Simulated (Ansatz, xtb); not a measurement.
**C5H6Cl2O: which of two isomers lies lower**

Structure I: `CC(=O)/C(Cl)=C(\C)Cl`, a singlet. Structure II: `CC(=O)/C(Cl)=C(/C)Cl`, a singlet. Both are isolated molecules in the gas phase, relaxed with B3LYP-D3(BJ)/def2-SVP; the shapes shown needn't be the lowest conformers.

I (Å):

```xyz
14

C    -0.7743    3.4610   -1.8955
C    -0.8114    3.0027   -0.4533
C    -0.1368    1.6956   -0.1194
C    -0.0851    1.1428    1.1204
C    -0.6657    1.6897    2.3842
Cl    0.6200    0.8701   -1.4681
Cl    0.7327   -0.3794    1.3534
O    -1.3688    3.6737    0.3937
H    -1.3070    4.4174   -1.9628
H     0.2634    3.5776   -2.2436
H    -1.2442    2.7159   -2.5556
H    -1.3762    0.9590    2.8040
H    -1.1686    2.6430    2.2030
H     0.1378    1.8192    3.1274
```

II (Å):

```yaml
atoms:
  - { symbol: C, position_ang: [0.5565, 1.5912, -1.9685] }
  - { symbol: C, position_ang: [-0.4362, 0.4974, -1.6302] }
  - { symbol: C, position_ang: [-0.5622, 0.0878, -0.1839] }
  - { symbol: C, position_ang: [-1.3797, -0.8669, 0.3267] }
  - { symbol: C, position_ang: [-1.4900, -1.2594, 1.7668] }
  - { symbol: Cl, position_ang: [0.4808, 0.9646, 0.9388] }
  - { symbol: Cl, position_ang: [-2.4484, -1.7902, -0.6864] }
  - { symbol: O, position_ang: [-1.1064, -0.0306, -2.4903] }
  - { symbol: H, position_ang: [0.3134, 2.5233, -1.4353] }
  - { symbol: H, position_ang: [1.5755, 1.3091, -1.6619] }
  - { symbol: H, position_ang: [0.5207, 1.7568, -3.0522] }
  - { symbol: H, position_ang: [-2.5270, -1.1139, 2.1095] }
  - { symbol: H, position_ang: [-1.2655, -2.3329, 1.8736] }
  - { symbol: H, position_ang: [-0.8123, -0.6806, 2.4028] }
```

Quicker runs give these differences E(II) − E(I): GFN2-xTB +1.5 kcal/mol; HF/STO-3G +2.0 kcal/mol (at GFN2-xTB geometries); r2SCAN-D4/def2-SVP +3.3 kcal/mol (at GFN2-xTB geometries).

Estimate E(II) − E(I) at the level CCSD(T)/def2-SVP + ΔMP2/def2-TZVPP.

Calculated at CCSD(T)/def2-SVP + ΔMP2/def2-TZVPP: E(II) − E(I) = +2.4 kcal/mol, so structure I lies lower.

How the difference moves with the method:

```csv
level,geometry,E(II) − E(I) (kcal/mol),departure from the last row (kcal/mol),"job, with rough time for the two"
GFN2-xTB,GFN2-xTB,+1.5,−0.9,"optimisation, 0.39 s"
HF/STO-3G,GFN2-xTB,+2.0,−0.4,"single point, 0.9 s"
r2SCAN-D4/def2-SVP,GFN2-xTB,+3.3,+0.9,"single point, 9.9 s"
B3LYP-D3(BJ)/def2-SVP,B3LYP-D3(BJ)/def2-SVP,+2.7,+0.3,"optimisation, 3.4 min"
HF/def2-SVP,B3LYP-D3(BJ)/def2-SVP,+2.5,+0.1,part of the CCSD(T) run
MP2/def2-SVP,B3LYP-D3(BJ)/def2-SVP,+2.2,−0.2,part of the CCSD(T) run
CCSD(T)/def2-SVP,B3LYP-D3(BJ)/def2-SVP,+2.2,−0.2,single point
CCSD(T)/def2-SVP + ΔMP2/def2-TZVPP,B3LYP-D3(BJ)/def2-SVP,+2.4,,"single point, 4.1 min"
```

As drawn, both hold the same kinds of bond in the same numbers.

The levels shown agree on the order. The largest departure from CCSD(T)/def2-SVP + ΔMP2/def2-TZVPP is that of r2SCAN-D4/def2-SVP, 0.9 kcal/mol. A small imaginary or near-zero mode remains, so no thermal terms are given. The last row adds to CCSD(T) the change of the MP2 difference between the two basis sets, here +0.2 kcal/mol.

The correlated steps freeze 16 core orbitals. Codes used: Ansatz 0.2.0, xtb 6.7.1; the last row on 2 threads of Arm Neoverse V1 on a shared host.
